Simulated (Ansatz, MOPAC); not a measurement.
Molecule: CH$_{3}$BFS, charge 0, multiplicity 2. SMILES: CS[B]F

Atoms: C1, S2, B3, F4, H5, H6, H7. Bonds: C1-S2, C1-H5, C1-H6, C1-H7, S2-B3, B3-F4.

Bond lengths (Å) and angles (degrees) optimised at PM3 with MOPAC; PM7 with MOPAC; HF/STO-3G with Ansatz (a quantum-chemistry and plane-wave program), each started from the B3LYP-D3(BJ)/def2-TZVP structure (Ansatz) of the last column. A row stands for all coordinates that are equal there; 8 of 11 kinds are shown. No wavenumbers were computed at HF/STO-3G, so these may be saddle points.

```json
[
 {"coordinate": "C1-S2", "PM3": "1.827", "PM7": "1.784", "HF/STO-3G": "1.804", "B3LYP-D3(BJ)/def2-TZVP": "1.830"},
 {"coordinate": "C1-H5", "PM3": "1.094", "PM7": "1.097", "HF/STO-3G": "1.086", "B3LYP-D3(BJ)/def2-TZVP": "1.086"},
 {"coordinate": "C1-H7", "PM3": "1.096", "PM7": "1.098", "HF/STO-3G": "1.086", "B3LYP-D3(BJ)/def2-TZVP": "1.088"},
 {"coordinate": "S2-B3", "PM3": "1.687", "PM7": "1.560", "HF/STO-3G": "1.776", "B3LYP-D3(BJ)/def2-TZVP": "1.784"},
 {"coordinate": "B3-F4", "PM3": "1.298", "PM7": "1.292", "HF/STO-3G": "1.299", "B3LYP-D3(BJ)/def2-TZVP": "1.314"},
 {"coordinate": "C1-S2-B3", "PM3": "97.3", "PM7": "150.2", "HF/STO-3G": "100.7", "B3LYP-D3(BJ)/def2-TZVP": "101.6"},
 {"coordinate": "S2-B3-F4", "PM3": "151.1", "PM7": "174.8", "HF/STO-3G": "122.2", "B3LYP-D3(BJ)/def2-TZVP": "123.6"},
 {"coordinate": "S2-C1-H5", "PM3": "112.6", "PM7": "110.2", "HF/STO-3G": "112.1", "B3LYP-D3(BJ)/def2-TZVP": "110.4"}
]
```

Mean signed difference of all 6 bond lengths from B3LYP-D3(BJ)/def2-TZVP: PM3 -0.015 Å, PM7 -0.043 Å, HF/STO-3G -0.009 Å.
